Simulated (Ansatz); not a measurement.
What each rung costs, and what it gives

Saddle point of CH7BrGe, singlet (CH₆Ge ([CH3][GeH3]) + HBr → GeH₃Br ([GeH3][Br]) + CH₄; bonds formed: Ge1–Br7, C2–H6; bonds broken: Ge1–C2, H6–Br7), PBE0-D4/def2-TZVP structure:

```xyz
10
angstrom
Ge -0.6333 0.9300 -0.2934
C 0.2918 -0.8528 0.7131
H -1.4930 0.5300 -1.4800
H -1.5226 0.9997 0.9782
H 0.3055 2.1240 -0.3094
H 0.6615 -0.4572 -0.3945
Br 1.4235 -0.0100 -2.1731
H 1.0672 -1.6110 0.5479
H -0.6625 -1.3666 0.8094
H 0.5617 -0.2862 1.6017
```

Barriers are electronic and count from the start structure reached by relaxing down the imaginary mode.

Computed with Ansatz 0.2.0 (basis: as named in each row); correlated methods freeze the cores. Filled d shells of the heavier atoms are correlated. The def2 sets are not built for correlating such inner shells, so the correlated values are less sure here. B3LYP uses VWN-RPA correlation. Extrapolation: Hartree–Fock as exp(−7.88 √X), correlation as X^−2.97.

Times are rough, for one single point on 8 threads of a shared host (Arm Neoverse V1).

The estimate by CCSD(T) at an estimated basis limit (MP2 extrapolated from triple and quadruple zeta, plus CCSD(T) − MP2 in triple zeta) is 169.7 kJ/mol.

```csv
method,basis,time (s),barrier (kJ/mol),method less estimate
HF,STO-3G,under 1,422.7,252.9
PBE-D4,STO-3G,under 1,323.1,153.4
SPW92,def2-SVP,under 1,130.6,-39.1
B3LYP-D4,6-31G,under 1,158.2,-11.5
SPW92,def2-TZVPP,under 1,123.1,-46.6
PBE-D4,def2-SVP,under 1,150.0,-19.7
PBE-D4,def2-TZVPP,1,141.0,-28.7
BLYP-D4,def2-TZVPP,1,153.4,-16.3
PBE0-D4,def2-SVP,2,161.0,-8.7
B3LYP-D4,def2-TZVPP,2,160.7,-9.0
BHLYP-D4,def2-TZVPP,2,169.9,0.2
CAM-B3LYP-D4,def2-TZVPP,2,169.8,0.0
PBE0-D4,def2-TZVPP,2,150.8,-19.0
r2SCAN-D4,def2-TZVPP,3,147.4,-22.3
r2SCAN0-D4,def2-TZVPP,3,154.2,-15.5
RPA on PBE,def2-TZVPP,3,183.9,14.2
PBE-QIDH,def2-TZVPP,4,161.7,-8.0
B2PLYP,def2-TZVPP,4,169.3,-0.4
wB97M-V,def2-SVP,4,173.0,3.2
wB97X-V,def2-TZVPP,4,168.1,-1.6
B97M-V,def2-TZVPP,6,166.3,-3.4
wB97M-V,def2-TZVPP,6,162.1,-7.6
CCSD(T),def2-SVP,8,199.2,29.5
MP2,def2-QZVPP,15,165.0,-4.7
CCSD(T),def2-TZVPP,110,177.5,7.8
```

All methods are single points on the PBE0-D4 structures.

T1 diagnostic: at most 0.010.

Labels in which every atom is bracketed show which atoms are joined, not bond orders.
